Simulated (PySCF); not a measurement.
# Shapes and spin states of TcS₃⁻

These are results of PBE0/[Tc def2-SVPD with ECP28, S def2-SVPD], scalar-relativistic core potentials, density fitting, no spin–orbit coupling, PySCF, not measurements.

Relaxations began from a few typed shapes and spin states; open shells are unrestricted. The search is not exhaustive: other isomers or separated fragments can lie lower, and high-lying points may rest on an excited occupation.

```
   spin  group                            bonds                             angles  imaginary modes (cm⁻¹)  ΔE (kJ/mol)  ΔE with ZPE (kJ/mol)
singlet    D3h                Tc–S 2.103 Å (×3)                 S–Tc–S 120.0° (×3)                    none          0.0                   0.0
triplet    C2v  Tc–S 2.128 Å, Tc–S 2.146 Å (×2)  S–Tc–S 114.4°, S–Tc–S 122.8° (×2)                    none         27.7                  26.1
```

The lowest minimum found is the singlet D3h: Tc–S 2.103 Å (×3); S–Tc–S 120.0° (×3).

Formally Tc is in oxidation state +5, d2, with 0 unpaired electrons (the high-spin count would be 2). The polar-tensor charge on Tc, 0.83, is far below the formal one.

For the lowest minimum: the lowest empty level of this anion is unbound, so it and the gap depend on the basis.
